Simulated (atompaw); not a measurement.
**Pseudopotential generation for Mn (Z = 25): PAW (atompaw), PBE, scalar-relativistic.**

manganese (Mn), PAW, made with atompaw 4.2.0.5 (PBE, scalar-relativistic). Core [Ne], reference 3s2 3p6 3d5 4s1.5 4p0 (charge +0.5). Waves: 3s (bound): rc 1.15 bohr; 4s (bound): rc 1.30 bohr; 3p (bound): rc 1.60 bohr; 4p (bound, empty): rc 2.25 bohr; 3d (bound): rc 2.25 bohr; 3d channel at -0.35 Ry: rc 2.25 bohr. Local part: troulliermartins scheme with l = 3 at 0 Ry, radius 1.55 bohr. Core correction: smooth core density matched at 1.55 bohr. Augmentation charge: sinc compensation charge, radius 2.05 bohr; PAW radius 2.25 bohr; waves and projectors: custom polynom vanderbiltortho.

Question: Does the generator finish with these settings?

Answer: Yes, a potential is produced.

Question: Estimate the cutoffs (Ry, on a coarse ladder) from which the occupation-weighted sum of valence levels, in a spherical-Bessel basis at the reference potential, stays within 10 and 1 mRy of its value at 400 Ry.

Answer: 45 Ry and 60 Ry.

Question: Does the potential have ghost states?

Answer: No extra level below or beside the all-electron valence levels (s, p, d, f tested).

Question: Is the overlap operator S = 1 + Σ q|β⟩⟨β| positive definite (Bessel basis up to 400 Ry)?

Answer: Yes: its lowest eigenvalue is 0.47 (s channel).

Question: Which valence shell sets the plane-wave cutoff?

Answer: 3p: its level needs 45 Ry to come within 1 mRy, against 35 Ry for 3s.
